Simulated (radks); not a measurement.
Results of a calculation; reference values are marked as such.
Pm0.3+, configuration [Xe] 4f5 6s1.7 (fractional occupations, a model configuration).

Code: a radial shooting solver on a logarithmic mesh with Libxc functionals. Model: Dirac Kohn-Sham, LDA (Slater exchange, Perdew-Wang correlation), spin-unpolarised, spherical densities, finite nucleus; open shells fill j = l - 1/2 first; Fermi nuclear charge, rms radius 4.962 fm.

Energy parts (eV):
total: -272643.82
kinetic: 294709.95
electron-nucleus: -667160.18
Hartree: 105861.29
exchange-correlation: -6054.87

Orbitals (lengths in bohr, moments of r in powers of bohr; r(90%) holds 90 % of the orbital's charge):
[
 {"orbital": "1s1/2", "occ.": "2", "eigenvalue (eV)": "-44931.61", "r(90%)": "0.0419"},
 {"orbital": "2s1/2", "occ.": "2", "eigenvalue (eV)": "-7304.361", "r(90%)": "0.153"},
 {"orbital": "2p1/2", "occ.": "2", "eigenvalue (eV)": "-6920.583", "r(90%)": "0.136"},
 {"orbital": "2p3/2", "occ.": "4", "eigenvalue (eV)": "-6361.044", "r(90%)": "0.144"},
 {"orbital": "3s1/2", "occ.": "2", "eigenvalue (eV)": "-1593.289", "r(90%)": "0.383"},
 {"orbital": "3p1/2", "occ.": "2", "eigenvalue (eV)": "-1428.263", "r(90%)": "0.376"},
 {"orbital": "3p3/2", "occ.": "4", "eigenvalue (eV)": "-1315.809", "r(90%)": "0.393"},
 {"orbital": "3d3/2", "occ.": "4", "eigenvalue (eV)": "-1027.721", "r(90%)": "0.366"},
 {"orbital": "3d5/2", "occ.": "6", "eigenvalue (eV)": "-1003.323", "r(90%)": "0.371"},
 {"orbital": "4s1/2", "occ.": "2", "eigenvalue (eV)": "-317.4685", "r(90%)": "0.853"},
 {"orbital": "4p1/2", "occ.": "2", "eigenvalue (eV)": "-254.6882", "r(90%)": "0.886"},
 {"orbital": "4p3/2", "occ.": "4", "eigenvalue (eV)": "-229.9990", "r(90%)": "0.928"},
 {"orbital": "4d3/2", "occ.": "4", "eigenvalue (eV)": "-126.5264", "r(90%)": "1.03"},
 {"orbital": "4d5/2", "occ.": "6", "eigenvalue (eV)": "-122.1414", "r(90%)": "1.04"},
 {"orbital": "5s1/2", "occ.": "2", "eigenvalue (eV)": "-43.5688", "r(90%)": "2.08"},
 {"orbital": "5p1/2", "occ.": "2", "eigenvalue (eV)": "-26.7371", "r(90%)": "2.40"},
 {"orbital": "5p3/2", "occ.": "4", "eigenvalue (eV)": "-23.4245", "r(90%)": "2.54"},
 {"orbital": "6s1/2", "occ.": "1.7", "eigenvalue (eV)": "-5.0705", "r(90%)": "6.13"},
 {"orbital": "4f5/2", "occ.": "5", "eigenvalue (eV)": "-4.1397", "r(90%)": "1.87"},
 {"orbital": "4f7/2", "occ.": "0", "eigenvalue (eV)": "-3.6710", "r(90%)": "1.92"}
]

The highest occupied level is 4f5/2 at -4.140 eV. Summed over all electrons, <r^2> = 76.20 bohr^2, which gives a Langevin (diamagnetic) susceptibility term of -60.4 x 10^-6 cm^3/mol. The electron density at the nucleus is 4.907e+05 e/bohr^3.
